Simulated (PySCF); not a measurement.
1-fluoro-3-methylidenecyclobutane (C5H7F), SMILES C=C1CC(F)C1. Heavy atoms are numbered as in [CH2:1]=[C:2]1[CH2:3][CH:4]([F:5])[CH2:6]1. Hydrogens are named by the atom that carries them.

Geometry optimised at B3LYP-D3(BJ)/def2-SVP.

All values below come from HF/def2-TZVP (PySCF).

ESP charges are fitted to the potential on shells at 1.4 to 2.0 van der Waals radii. Atomic charges (e), one atom of each kind:

```tsv
atom	meta-Löwdin	ESP fit	Löwdin
C1 (CH2)	-0.27	-0.79	-0.20
C2	0.04	0.36	-0.19
C3 (CH2)	-0.20	-0.42	-0.16
C4 (CH)	0.27	0.43	-0.26
F5	-0.37	-0.32	0.05
H on C1	0.11	0.27	0.12
H on C3	0.10	0.13	0.13
H on C4	0.09	0.03	0.13
```

Computed Mayer and Wiberg (Löwdin basis) orders of the bonds:
```tsv
bond	Mayer	Wiberg
C1–C2	1.90	2.11
C2–C3	0.97	1.11
C3–C4	1.02	1.13
C4–F5	0.91	1.60
C2–C6	0.97	1.11
C4–C6	1.02	1.13
```
